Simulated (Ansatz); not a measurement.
Basis-set series for CH4GeSe, SMILES `[GeH3][CH]=[Se]`. The species carries charge 0 and has multiplicity 1. The geometry is a stationary point of PBE0-D4/def2-TZVP.

```tsv
functional	basis	functions	energy (Eh)	HOMO (eV)	LUMO (eV)
PBE0-D4	def2-TZVPP	183	-4518.43879	-6.25	-2.91
PBE0-D4	def2-QZVPP	355	-4518.53643	-6.27	-2.93
ωB97M-V	def2-TZVPP	183	-4518.75295	-8.39	-0.81
ωB97M-V	def2-QZVPP	355	-4518.84797	-8.41	-0.84
```

(1) Give the rows for def2-SVP. (An estimate is asked.)

Results:

(1) The calculation gave: 
```json
{"functional": "PBE0-D4", "basis": "def2-SVP", "functions": "98", "energy (Eh)": "-4517.83949", "HOMO (eV)": "-6.12", "LUMO (eV)": "-2.80"}
{"functional": "ωB97M-V", "basis": "def2-SVP", "functions": "98", "energy (Eh)": "-4518.15269", "HOMO (eV)": "-8.25", "LUMO (eV)": "-0.63"}
```

Scalar relativity is left out up to krypton.

Computed with Ansatz.
